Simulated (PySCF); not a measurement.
## Xe(2+) (xenon, charge +2) across methods

[Kr] 4d10 5s1 5p5, high-spin 3P determinant (an excited configuration). Calculation: PySCF 2.14, in aug-cc-pwCVTZ-PP with ECP28MDF (8s7p6d4f1g, 96 functions); a scalar-relativistic core potential.

```
 method  E (hartree)  mean ε 5s α (eV)  mean ε 5p α (eV)  mean ε 5p β (eV)  Σ⟨r²⟩ (bohr²)   ⟨S²⟩
 PBEsol    -327.3447           -40.967           -27.979           -26.372          41.74  2.003
 revPBE    -327.7129           -40.890           -27.956           -26.306          41.76  2.004
   PBE0    -327.6665           -43.401           -29.502           -27.324          41.82  2.004
wB97X-V    -327.6334           -46.197           -31.829           -29.705          41.83  2.002
 r2SCAN    -327.7806           -41.950           -28.536           -26.498          41.75  2.007
  B97-3    -327.7230           -43.472           -29.504           -27.286          41.82  2.004
    LDA    -327.1981           -41.113           -28.055           -26.589          41.76  2.002
    PBE    -327.6484           -40.913           -27.966           -26.365          41.78  2.003
```

Estimate the same row for UHF.

E (hartree) = -326.62589; mean ε 5s α (eV) = -49.828; mean ε 5p α (eV) = -33.170; mean ε 5p β (eV) = -28.880; Σ⟨r²⟩ (bohr²) = 42.41; ⟨S²⟩ = 2.010.

Energies and moments cover only the electrons outside the core potential.
